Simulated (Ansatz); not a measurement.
Reaction (formal exchange of groups at a B–F bond): `FBB(F)F` + BH₃ → `BB(F)BF` + H–F

Calculated with Ansatz (gas phase, PBE0-D4/def2-TZVP geometries, no zero-point term in ΔE). CCSD(T)/CBS adds triple-zeta CCSD(T) − MP2 to the extrapolated MP2 energy (def2 sets, frozen cores). This one scheme is used for every species. Functionals use def2-TZVPP. B3LYP here is the variant with VWN-RPA as its local correlation; programs differ in this. One conformer a species, not always the lowest.

| level | ΔE (kJ/mol) | difference from CCSD(T)/CBS |
| --- | --- | --- |
| BLYP-D4 | 178.4 | -1.2 |
| r2SCAN-D4 | 181.2 | 1.6 |
| B3LYP-D4 | 182.9 | 3.3 |
| r2SCAN0-D4 | 184.0 | 4.4 |
| ωB97X-V | 183.3 | 3.7 |
| ωB97M-V | 186.5 | 6.9 |
| PBE-QIDH | 183.4 | 3.8 |
| PBE | 168.0 | -11.6 |
| r2SCAN | 181.8 | 2.2 |
| PBE0 | 174.0 | -5.6 |
| B3LYP | 185.9 | 6.3 |
| HF/def2-SVP | 215.7 | 36.1 |
| CCSD(T)/def2-SVP | 205.6 | 26.0 |
| HF/def2-TZVPP | 207.6 | 28.0 |
| SCS-MP2/def2-TZVPP | 193.1 | 13.5 |
| HF/CBS(def2) | 207.9 | 28.3 |
| CCSD(T)/CBS | 179.6 | 0 |

(1) What do rigid-rotor, harmonic-oscillator terms from PBE0-D4/def2-TZVP frequencies (298.15 K, 1 bar) make of the CCSD(T)/CBS value? (Best estimate.)

Largest T1 diagnostic among the species: 0.014.

## Answers

(1) Computed: ΔZPE = -0.8 kJ/mol, ΔH = +180.5 kJ/mol, ΔS = 1 J/(mol·K), ΔG = +180.2 kJ/mol. Modes under 50 cm⁻¹ make the entropy rough.

Leaving LDA and LC-ωPBE aside and taking each functional with its dispersion term where it has one, the values, not all of them listed here, spread over 27.1 kJ/mol, from revPBE-D4 to BHLYP-D4. In def2-TZVPP, CCSD(T) changes the Hartree–Fock value by −21.7 kJ/mol (the triples alone add −1.5 kJ/mol) and MP2 by −17.4 kJ/mol. From PBE to PBE0 (25 % exact exchange), in def2-TZVPP and without D4, ΔE moves by +6.0 kJ/mol.
